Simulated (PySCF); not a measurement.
Continuum solvent and chemical shifts

Molfile (atoms numbered from 1):
```
C3H12N2Si
     RDKit          3D

 18 17  0  0  0  0  0  0  0  0999 V2000
    2.7296    0.5364   -0.0888 C   0  0  0  0  0  0  0  0  0  0  0  0
    1.5267   -0.2396    0.4210 C   0  0  0  0  0  0  0  0  0  0  0  0
    0.3906   -0.3147   -0.5946 C   0  0  0  0  0  0  0  0  0  0  0  0
   -0.7769   -1.0361   -0.1411 N   0  0  0  0  0  0  0  0  0  0  0  0
   -2.1531   -0.3039    0.5993 Si  0  0  0  0  0  4  0  0  0  0  0  0
   -2.7768    0.8950   -0.4738 N   0  0  0  0  0  0  0  0  0  0  0  0
    3.1441    0.0804   -1.0031 H   0  0  0  0  0  0  0  0  0  0  0  0
    2.4585    1.5757   -0.3357 H   0  0  0  0  0  0  0  0  0  0  0  0
    3.5370    0.5736    0.6579 H   0  0  0  0  0  0  0  0  0  0  0  0
    1.1398    0.2187    1.3476 H   0  0  0  0  0  0  0  0  0  0  0  0
    1.8285   -1.2666    0.6953 H   0  0  0  0  0  0  0  0  0  0  0  0
    0.0699    0.7073   -0.8624 H   0  0  0  0  0  0  0  0  0  0  0  0
    0.7736   -0.7589   -1.5338 H   0  0  0  0  0  0  0  0  0  0  0  0
   -0.6216   -2.0247    0.0231 H   0  0  0  0  0  0  0  0  0  0  0  0
   -1.9180    0.4650    1.8679 H   0  0  0  0  0  0  0  0  0  0  0  0
   -3.0337   -1.4728    0.9318 H   0  0  0  0  0  0  0  0  0  0  0  0
   -3.1012    0.6532   -1.4029 H   0  0  0  0  0  0  0  0  0  0  0  0
   -3.2529    1.7108   -0.1085 H   0  0  0  0  0  0  0  0  0  0  0  0
  1  2  1  0
  2  3  1  0
  3  4  1  0
  4  5  1  0
  5  6  1  0
  1  7  1  0
  1  8  1  0
  1  9  1  0
  2 10  1  0
  2 11  1  0
  3 12  1  0
  3 13  1  0
  4 14  1  0
  5 15  1  0
  5 16  1  0
  6 17  1  0
  6 18  1  0
M  END
```

GIAO PBE0/pcSseg-1 in PySCF 2.14 on one PBE0-D3(BJ)/def2-SVP conformer, non-relativistic, equivalent nuclei averaged. Solvents enter as an IEF-PCM continuum (tetrahydrofuran with ε = 7.4, methanol with ε = 32.6) around the gas-phase geometry. Shifts are referred to TMS computed in the same medium.

Gas phase, δ in ppm: C3 45.1, C2 31.0, C1 12.9, Si5 -44.3, H15/H16 4.85, H12/H13 2.79, H10/H11 1.29, H7/H8/H9 0.88, H14 0.40, H17/H18 0.23. Dipole moment 0.72 D.

Problem. How does each δ change in the continuum?

Solution. 
```json
{"atoms": "C3", "environment": "sp3 CH2 bonded to N", "Δδ, tetrahydrofuran": "+0.5", "Δδ, methanol": "+0.6"}
{"atoms": "C2", "environment": "sp3 CH2", "Δδ, tetrahydrofuran": "+0.4", "Δδ, methanol": "+0.4"}
{"atoms": "C1", "environment": "methyl carbon", "Δδ, tetrahydrofuran": "+0.2", "Δδ, methanol": "+0.3"}
{"atoms": "Si5", "environment": "silicon bonded to 2 N, 2 H", "Δδ, tetrahydrofuran": "-0.5", "Δδ, methanol": "-0.5"}
{"atoms": "H15/H16", "environment": "hydrogen on a silicon bonded to 2 N", "Δδ, tetrahydrofuran": "-0.10", "Δδ, methanol": "-0.12"}
{"atoms": "H12/H13", "environment": "hydrogen on an sp3 CH2 bonded to N", "Δδ, tetrahydrofuran": "-0.02", "Δδ, methanol": "-0.03"}
{"atoms": "H10/H11", "environment": "hydrogen on an sp3 CH2", "Δδ, tetrahydrofuran": "+0.01", "Δδ, methanol": "+0.01"}
{"atoms": "H7/H8/H9", "environment": "hydrogen on a methyl carbon", "Δδ, tetrahydrofuran": "0.00", "Δδ, methanol": "0.00"}
{"atoms": "H14", "environment": "hydrogen on a nitrogen bonded to C, Si", "Δδ, tetrahydrofuran": "+0.40", "Δδ, methanol": "+0.48"}
{"atoms": "H17/H18", "environment": "hydrogen on a nitrogen bonded to Si", "Δδ, tetrahydrofuran": "+0.35", "Δδ, methanol": "+0.42"}
```

Changes are relative to the gas phase. The dipole moment becomes 0.83 D in tetrahydrofuran, 0.85 D in methanol.

Problem. Which nuclei move most (in ppm), and what does the model miss?

Solution. C3 (sp3 CH2 bonded to N, +0.6 ppm) and Si5 (silicon bonded to 2 N, 2 H, -0.5 ppm) in methanol. A continuum only polarises the solute; specific hydrogen bonds, the anisotropy of aromatic solvents and changes of geometry or conformer are outside it.
